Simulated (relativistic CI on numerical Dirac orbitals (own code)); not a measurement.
**Slater and spin-orbit integrals, In XI**

These numbers are calculated, not measured: Dirac-Coulomb-Breit CI, KLI orbitals optimised for each configuration, model QED, unscaled Slater integrals (own radial code, finite nucleus).

Slater integrals F^k, G^k are unscaled and averaged over j, outside the closed core [Ar] 3d10; ζ comes from projecting the Hamiltonian with its Breit term on Σ l·s of the shell.

- 4s²4p⁶4d³: F^2(4d,4d) = 107850, F^4(4d,4d) = 72603, ζ(4d) = 4000.8 cm⁻¹; <r>(4d) = 0.9456, <r^2>(4d) = 1.024 (bohr units).
- 4s²4p⁵4d⁴: ζ(4p) = 41334, F^2(4d,4d) = 108020, F^4(4d,4d) = 72715, F^2(4p,4d) = 113380, G^1(4p,4d) = 143950, G^3(4p,4d) = 90318, ζ(4d) = 4010.5 cm⁻¹; <r>(4p) = 0.8537, <r^2>(4p) = 0.8243, <r>(4d) = 0.9438, <r^2>(4d) = 1.02 (bohr units).
- 4s²4p⁶4d²4f: F^2(4d,4d) = 108030, F^4(4d,4d) = 72713, ζ(4d) = 4056, F^2(4d,4f) = 96233, F^4(4d,4f) = 62676, G^1(4d,4f) = 115340, G^3(4d,4f) = 73150, G^5(4d,4f) = 51983, ζ(4f) = 104.88 cm⁻¹; <r>(4d) = 0.9435, <r^2>(4d) = 1.019, <r>(4f) = 1.122, <r^2>(4f) = 1.463 (bohr units).

**Question.** Give the Racah parameters of the d shell in 4s²4p⁶4d³.

**Answer.** B = F²/49 − 5F⁴/441 = 1378 cm⁻¹ and C = 35F⁴/441 = 5762 cm⁻¹.

Averages of the first 10 configurations, taken without configuration mixing, which lowers the lowest level and can move excited configurations by several eV; other configurations of the list can lie among them:

| Configuration | Parity | States | Average energy above the lowest level (eV) |
| --- | --- | --- | --- |
| 4s²4p⁶4d³ | even | 120 | 5.2 |
| 4s²4p⁵4d⁴ | odd | 1260 | 75.7 |
| 4s²4p⁶4d²4f | odd | 630 | 78.3 |
| 4s²4p⁶4d²5s | even | 90 | 62.7 |
| 4s4p⁶4d⁴ | even | 420 | 126.4 |
| 4s²4p⁶4d²5p | odd | 270 | 78.6 |
| 4s²4p⁶4d4f5s | odd | 280 | 137.3 |
| 4s²4p⁶4d5s5p | odd | 120 | 139.1 |
| 4s²4p⁶4d²5d | even | 450 | 102.8 |
| 4s4p⁶4d³4f | odd | 3360 | 198.8 |
